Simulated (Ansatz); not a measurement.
These are PBE0-D3(BJ)/def2-TZVP in Ansatz (a first-principles code) values and carry that method's errors. No frequencies were computed at this level.

Ansatz 0.2 input:
```yaml
crystal:
  periodic: [false, false, false]
  atoms:
    - { symbol: N, position_ang: [1.813906, -0.31755, 0.426222] }
    - { symbol: Si, position_ang: [0.517703, 0.732146, -0.035171] }
    - { symbol: Si, position_ang: [-1.563271, -0.253229, -0.266903] }
    - { symbol: H, position_ang: [1.805894, -0.713904, 1.351939] }
    - { symbol: H, position_ang: [2.124806, -1.015389, -0.229883] }
    - { symbol: H, position_ang: [0.536457, 1.7577, 1.014608] }
    - { symbol: H, position_ang: [1.001259, 1.318285, -1.290864] }
    - { symbol: H, position_ang: [-1.591111, -1.319508, -1.277684] }
    - { symbol: H, position_ang: [-2.602094, 0.703208, -0.658655] }
    - { symbol: H, position_ang: [-2.043551, -0.891758, 0.966392] }
basis:
  gaussian: { orbitals: def2-tzvp }
hamiltonian:
  xc: pbe0
  dispersion: d3bj
relax:
  max_steps: 150
```

Output:

```
Functional definition: PBE0
999 factors; their error is unknown
mean field evaluation 1: about -17346.1164 eV, gradient 5.7e1 eV
mean field evaluation 2: about -17336.3991 eV, gradient 8.2e1 eV
mean field evaluation 4: about -17352.1648 eV, gradient 2.2e0 eV
mean field evaluation 8: about -17352.2487 eV, gradient 4.2e-2 eV
mean field -17352.24872149 eV, -637.6833787382 hartree, gradient 2.5e-5 eV, S^2 0.000000; 0 other end points of the search recorded, 0 dependent functions left out
reference -17352.24875549 eV, -637.6833799877 hartree; 21, 21 occupied and 126, 126 virtual orbitals, 999 factors
relax step   1: F+E_penalty+E_count = -17352.42208788 eV  Δ(F+E_penalty+E_count) = +0.000e0 eV  max|allowed force component| = 8.590e-1 eV/Å  Δτ_max = 0.0000 Å  (25 SCF iters, accepted)
these checks for a lower state are left out or cut short: starts, cluster_reference, orbital_swaps, neighbouring_geometries, increment
999 factors; their error is unknown
mean field evaluation 16: about -17352.2251 eV, gradient 3.8e0 eV
mean field -17352.32703373 eV, -637.6862566600 hartree, gradient 9.3e-6 eV, S^2 0.000000; 0 other end points of the search recorded, 0 dependent functions left out
reference -17352.32706777 eV, -637.6862579109 hartree; 21, 21 occupied and 126, 126 virtual orbitals, 999 factors
relax step   2: F+E_penalty+E_count = -17352.50056063 eV  Δ(F+E_penalty+E_count) = -7.847e-2 eV  max|allowed force component| = 1.996e-1 eV/Å  Δτ_max = 0.0989 Å  (29 SCF iters, accepted)
these checks for a lower state are left out or cut short: starts, cluster_reference, orbital_swaps, neighbouring_geometries, increment
999 factors; their error is unknown
mean field -17352.33323895 eV, -637.6864846976 hartree, gradient 9.6e-6 eV, S^2 0.000000; 0 other end points of the search recorded, 0 dependent functions left out
reference -17352.33327314 eV, -637.6864859539 hartree; 21, 21 occupied and 126, 126 virtual orbitals, 999 factors
relax step   3: F+E_penalty+E_count = -17352.50673595 eV  Δ(F+E_penalty+E_count) = -6.175e-3 eV  max|allowed force component| = 1.472e-1 eV/Å  Δτ_max = 0.0457 Å  (28 SCF iters, accepted)
these checks for a lower state are left out or cut short: starts, cluster_reference, orbital_swaps, neighbouring_geometries, increment
999 factors; their error is unknown
mean field evaluation 32: about -17352.3333 eV, gradient 2.1e-1 eV
mean field -17352.33332198 eV, -637.6864877488 hartree, gradient 9.7e-6 eV, S^2 0.000000; 0 other end points of the search recorded, 0 dependent functions left out
reference -17352.33335610 eV, -637.6864890027 hartree; 21, 21 occupied and 126, 126 virtual orbitals, 999 factors
relax step   4: F+E_penalty+E_count = -17352.50686859 eV  Δ(F+E_penalty+E_count) = -1.326e-4 eV  max|allowed force component| = 1.186e-1 eV/Å  Δτ_max = 0.0166 Å  (29 SCF iters, accepted)
these checks for a lower state are left out or cut short: starts, cluster_reference, orbital_swaps, neighbouring_geometries, increment
999 factors; their error is unknown
mean field -17352.33484974 eV, -637.6865438928 hartree, gradient 9.6e-6 eV, S^2 0.000000; 0 other end points of the search recorded, 0 dependent functions left out
reference -17352.33488389 eV, -637.6865451481 hartree; 21, 21 occupied and 126, 126 virtual orbitals, 999 factors
relax step   5: F+E_penalty+E_count = -17352.50815041 eV  Δ(F+E_penalty+E_count) = -1.282e-3 eV  max|allowed force component| = 3.506e-2 eV/Å  Δτ_max = 0.0167 Å  (29 SCF iters, accepted)
these checks for a lower state are left out or cut short: starts, cluster_reference, orbital_swaps, neighbouring_geometries, increment
999 factors; their error is unknown
mean field -17352.33517253 eV, -637.6865557554 hartree, gradient 9.6e-6 eV, S^2 0.000000; 0 other end points of the search recorded, 0 dependent functions left out
reference -17352.33520669 eV, -637.6865570106 hartree; 21, 21 occupied and 126, 126 virtual orbitals, 999 factors
relax step   6: F+E_penalty+E_count = -17352.50835638 eV  Δ(F+E_penalty+E_count) = -2.060e-4 eV  max|allowed force component| = 1.121e-2 eV/Å  Δτ_max = 0.0096 Å  (30 SCF iters, accepted)
these checks for a lower state are left out or cut short: starts, cluster_reference, orbital_swaps, neighbouring_geometries, increment
999 factors; their error is unknown
mean field -17352.33500444 eV, -637.6865495779 hartree, gradient 9.5e-6 eV, S^2 0.000000; 0 other end points of the search recorded, 0 dependent functions left out
reference -17352.33503857 eV, -637.6865508322 hartree; 21, 21 occupied and 126, 126 virtual orbitals, 999 factors
relax step   7: F+E_penalty+E_count = -17352.50815450 eV  Δ(F+E_penalty+E_count) = +2.019e-4 eV  max|allowed force component| = 4.768e-2 eV/Å  Δτ_max = 0.0132 Å  (29 SCF iters, rejected (line search))
these checks for a lower state are left out or cut short: starts, cluster_reference, orbital_swaps, neighbouring_geometries, increment
999 factors; their error is unknown
mean field evaluation 64: about -17352.3353 eV, gradient 9.6e-6 eV
mean field -17352.33530605 eV, -637.6865606622 hartree, gradient 9.6e-6 eV, S^2 0.000000; 0 other end points of the search recorded, 0 dependent functions left out
reference -17352.33534021 eV, -637.6865619172 hartree; 21, 21 occupied and 126, 126 virtual orbitals, 999 factors
relax step   8: F+E_penalty+E_count = -17352.50841791 eV  Δ(F+E_penalty+E_count) = -6.153e-5 eV  max|allowed force component| = 2.049e-3 eV/Å  Δτ_max = 0.0066 Å  (30 SCF iters, accepted)
999 factors; their error is unknown
mean field -17352.33530605 eV, -637.6865606622 hartree, gradient 3.5e-5 eV, S^2 0.000000; 1 other end points of the search recorded, 0 dependent functions left out
reference -17352.33534021 eV, -637.6865619172 hartree; 21, 21 occupied and 126, 126 virtual orbitals, 999 factors
Total energy: -17352.50845206 eV, -637.6929236605 hartree
Atom 0 at     1.818845    -0.355697     0.434493 Å, force    -0.001297     0.001445    -0.000541 eV/Å
Atom 1 at     0.552615     0.725982    -0.026961 Å, force     0.001585    -0.002049     0.000708 eV/Å
Atom 2 at    -1.571440    -0.252450    -0.268699 Å, force    -0.000044    -0.001090     0.000197 eV/Å
Atom 3 at     1.809132    -0.744070     1.364797 Å, force     0.000908     0.000027    -0.000332 eV/Å
Atom 4 at     2.130468    -1.047839    -0.229001 Å, force     0.000714     0.000208     0.000615 eV/Å
Atom 5 at     0.465804     1.787461     1.012929 Å, force    -0.000635     0.000081     0.000013 eV/Å
Atom 6 at     0.937439     1.341579    -1.326421 Å, force    -0.000573     0.000020    -0.000270 eV/Å
Atom 7 at    -1.536465    -1.322026    -1.306482 Å, force    -0.000821     0.000362    -0.000195 eV/Å
Atom 8 at    -2.602423     0.747095    -0.667073 Å, force     0.000972     0.000648     0.000074 eV/Å
Atom 9 at    -2.003977    -0.880034     1.012418 Å, force    -0.000808     0.000348    -0.000268 eV/Å
Dipole moment:     0.127317    -0.228416     0.069203 e Å
```

Cost: very roughly 29 core-seconds.
